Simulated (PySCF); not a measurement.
Vertical excitations of a molecule C3H9Al from TDDFT-M06-2X/def2-SVPD in PySCF, as energy in eV (oscillator strength): 5.56 (0.000), 5.56 (0.000), 6.43 (0.101), 6.43 (0.101), 7.90 (0.000), 8.00 (0.025), 8.00 (0.025), 8.01 (0.000), 8.43 (0.031), 8.43 (0.031). Lowest triplet (TDA): 5.26 eV. Geometry: ωB97X-D3(BJ)/def2-SVP. Other conformers were not sampled.

Pick the molecule that these values belong to.
(A) [CH3][Al]([CH3])[CH3]
(B) C[CH2][AlH][CH3]
(C) CC[CH2][AlH2]

A, [CH3][Al]([CH3])[CH3]
